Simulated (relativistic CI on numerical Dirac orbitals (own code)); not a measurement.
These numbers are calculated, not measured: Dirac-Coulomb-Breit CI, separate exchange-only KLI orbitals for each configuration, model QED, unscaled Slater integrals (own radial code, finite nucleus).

The strongest absorption lines from the ground level of an ion, among the configurations computed and to levels below about 231 eV (vacuum wavelength in nm, gf): 5.7191 (0.37), 5.7291 (0.62), 5.7932 (0.29), 8.0856 (0.43), 10.109 (4.9), 10.156 (3.2), 10.464 (10), 10.470 (2.7).

Which ion is it?
A. Xe XVI
B. Ce XXII
C. Xe XVIII
D. Xe XX

C. Xe XVIII has 37 electrons and the ground level 4s2 4p6 4d 2D_3/2; the strongest line goes to 4s2 4p5 4d2 2F°_5/2. The pattern of lines fixes the number of electrons, and along that sequence the line energies rise steadily with the charge (about as its square where n changes within one kind of shell, about linearly where n is kept but much faster in heavy ions where fine structure, which grows about as Z⁴, sets the gap, and irregularly where shells cross), which fixes Z. Configurations outside the model, such as inner-shell arrays, can give stronger lines. At this charge energies of transitions that change n are usually good to better than 1 %, and those within a shell (Δn = 0) to a few per cent.

LS names give the leading component of a level, which can be under half, so a name can repeat, a term be missing and a line seem to break the LS rules.
